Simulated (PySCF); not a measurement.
H2Mo, neutral, multiplicity 5. Atoms are numbered in the order given.

```xyz
3

Mo     0.0000     0.0000    -0.0449
H      0.0000     1.3924     0.9423
H      0.0000    -1.3924     0.9423
```
Charge 0, spin multiplicity 5.

Coordinates come from a r2SCAN-D4/def2-TZVPD optimisation. The multiplicity is an assumed one; other spin states were not compared. The def2 effective core potentials stand for the cores of Mo; spin–orbit coupling is left out.

These are PySCF 2.14.0 with r2SCAN-D4/def2-TZVPD values and carry that method's errors.

Frequencies are harmonic and unscaled.

```
mode  ν (cm⁻¹)  IR (km/mol)  moving atoms (share of kinetic energy)
----  --------  -----------  --------------------------------------
1          586        112.8                                  H 99 %
2         1824        266.6                                  H 99 %
3         1834         89.2                                  H 99 %
```
